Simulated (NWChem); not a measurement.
Correlation energy of diphosphane (H4P2)

SMILES: PP
```xyz
6

P      1.0086     0.5217     0.0000
P     -1.0086    -0.5217     0.0000
H      1.5409    -0.3163     1.0313
H      1.5409    -0.3163    -1.0313
H     -1.5409     0.3163     1.0313
H     -1.5409     0.3163    -1.0313
```
Charge 0, spin multiplicity 1.

Program: NWChem. Structure: optimised with B3LYP/def2-SVP, a minimum by its harmonic frequencies. It is one conformer; others weren't searched.

Basis set: STO-3G. Each correlation energy counts from its own Hartree-Fock reference.

The correlated methods keep 10 core orbitals frozen. No row is a measurement; the coupled-cluster row has its own basis-set and correlation limits.

Task: One of these methods gave a correlation energy of -114.6 mHa. Which?
A. SCS-MP2
B. MP2
C. CCSD

Result: C, CCSD. The others give -78.7 (MP2), -91.8 (SCS-MP2).
